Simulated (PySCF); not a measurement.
Some computed properties have been withheld. Give your best values.

C₈H₉BS.
InChI=1S/C8H9BS/c1-8(10)9-6-4-2-3-5-7-9/h2-7H,1H3

Conformer (atom-mapped SMILES and torsion angles): `[CH3:1][C:2](=[S:3])[B:4]1[CH:5]=[CH:6][CH:7]=[CH:8][CH:9]=[CH:10]1`: C1–C2–B4–C5 60°.

```json
{"property": "point group", "level": "PBE0-D3(BJ)/def2-SVP", "value": "C1"}
{"property": "rotational constants A, B, C", "level": "PBE0-D3(BJ)/def2-SVP", "value": "?"}
{"property": "dipole moment", "level": "B3LYP/def2-SVPD", "value": "3.83 D"}
{"property": "HOMO energy", "level": "B3LYP/def2-SVPD", "value": "-5.72 eV"}
{"property": "LUMO energy", "level": "B3LYP/def2-SVPD", "value": "-2.38 eV"}
{"property": "lowest singlet excitation", "level": "TDDFT B3LYP/def2-SVPD", "value": "2.21 eV (562 nm, f = 0.008)"}
{"property": "strongest line among the 10 lowest singlet transitions", "level": "TDDFT B3LYP/def2-SVPD", "value": "?"}
{"property": "lowest triplet excitation (Tamm–Dancoff)", "level": "TDA B3LYP/def2-SVPD", "value": "1.74 eV"}
{"property": "static isotropic polarisability", "level": "B3LYP/def2-SVPD", "value": "?"}
{"property": "vertical ionisation energy", "level": "ΔSCF B3LYP/def2-SVPD", "value": "7.67 eV"}
{"property": "vertical electron affinity", "level": "ΔSCF B3LYP/def2-SVPD", "value": "0.63 eV"}
{"property": "electronic spatial extent ⟨r²⟩ about the centre of nuclear charge", "level": "B3LYP/def2-SVPD", "value": "?"}
{"property": "13C chemical shifts (computed TMS as zero) by class", "level": "GIAO PBE0/pcSseg-1", "value": "330.1 (1 C), 158.9 (2 C), 156.5 (2 C), 143.2 (2 C), 46.8 (1 C) ppm"}
{"property": "1H chemical shifts (computed TMS as zero) by class", "level": "GIAO PBE0/pcSseg-1", "value": "8.01 (2 H), 7.74 (2 H), 7.39 (2 H), 3.57 (3 H) ppm"}
{"property": "isotropic shieldings of nuclei other than C and H, by class", "level": "GIAO PBE0/pcSseg-1", "value": "?"}
```

The electronic properties come from PySCF, for the isolated species, density fitting. One conformer (not necessarily the lowest) at the PBE0-D3(BJ)/def2-SVP geometry, without solvent or vibrations. NMR classes are plain means over equivalent atoms (diastereotopic ones count apart unless rotation or inversion swaps them), as if these changed places fast; in this geometry the members of some classes differ.

Problem. Give the static isotropic polarisability.

Solution. 141.8 au.

Problem. What is the strongest line among the 10 lowest singlet transitions?

Solution. S4 at 4.10 eV (303 nm, f = 0.115).

Problem. What are the rotational constants A, B, C?

Solution. 2.190, 0.682, 0.588 GHz.

Problem. The isotropic shieldings of nuclei other than C and H, by class?

Solution. 61 (1 B), -706 (1 S) ppm.

Problem. The electronic spatial extent ⟨r²⟩ about the centre of nuclear charge?

Solution. 1965 bohr².

The polarisability is 21.01 Å³ as a volume (1 au = 0.148185 Å³), or 1.82 au for each of the 78 electrons. The vertical singlet–triplet gap S1 − T1 is 0.47 eV (TDDFT singlet less Tamm–Dancoff triplet). −ε(LUMO) is 2.38 eV against a ΔSCF electron affinity of 0.63 eV. The rotational constants make it an asymmetric top with κ = (2B − A − C)/(A − C) = -0.88, nearer the prolate limit (−1). The principal polarisabilities are 95.8, 135.8 and 193.7 au; their mean is the isotropic value. 2 of the 10 computed singlets lie in the visible range (750 to 380 nm, 1.65 to 3.26 eV), with an oscillator strength of 0.014 in sum.
